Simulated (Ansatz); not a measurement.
Species: H$_{2}$GeO, SMILES `[O]=[GeH2]` (charge 0, multiplicity 1).

Give a relaxed geometry from Ansatz (a quantum-chemistry and plane-wave program) with r2SCAN-D4/def2-TZVP.

the end point of this relaxation (outside a Z-matrix the atoms follow the SMILES, hydrogens last).
Cartesian coordinates (Å) in one orientation:
```xyz
4

O      1.640    -0.191     0.001
Ge     0.014    -0.002     0.000
H     -0.678     1.375     0.006
H     -0.976    -1.182    -0.007
```
